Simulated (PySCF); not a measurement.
**Worked example: chemical shift, span and skew from a shielding tensor**

C2H5FN2Si, SMILES N[Si@@H]1C=N[C@@H]1F. Atoms are numbered in the order given.

```xyz
11

N      2.0122     0.5012     0.4040
Si     0.4095     0.8741    -0.0575
C     -1.0287     0.5084     1.1229
N     -1.5576    -0.4414     0.4322
C     -0.7138    -0.5274    -0.7688
F     -0.1337    -1.7652    -0.8656
H      2.2808    -0.3994     0.7804
H      2.8046     1.0769     0.1535
H      0.4712     2.2145    -0.7180
H     -1.4842     0.8231     2.0740
H     -1.3291    -0.3699    -1.6728
```

The structure is a stationary point at PBE0-D3(BJ)/def2-SVP. The structure was generated by enumeration; whether it is a known compound was not checked. Other conformers were not sampled.

GIAO shieldings from PySCF with PBE0/pcSseg-1, non-relativistic, no solvent. The symmetric part of the tensor of Si2 has the principal values 286.9, 352.0, 435.1 ppm. The same nucleus in TMS has σ = 352.7 ppm at this level (PySCF, at its B3LYP-D3(BJ)/def2-TZVP geometry).

Work out the isotropic shielding, the ²⁹Si shift against TMS, the span and the skew.


σ(iso) = (σ11 + σ22 + σ33)/3 = 358.0 ppm. δ = σ(ref) − σ(iso) = 352.7 − (358.0) = -5.3 ppm.
Span Ω = σ33 − σ11 = 148.2 ppm. Skew κ = 3(σ(iso) − σ22)/Ω = 0.12. Tumbling in solution averages the tensor to δ; in a static solid the shielding alone would spread this spin-1/2 line over Ω.
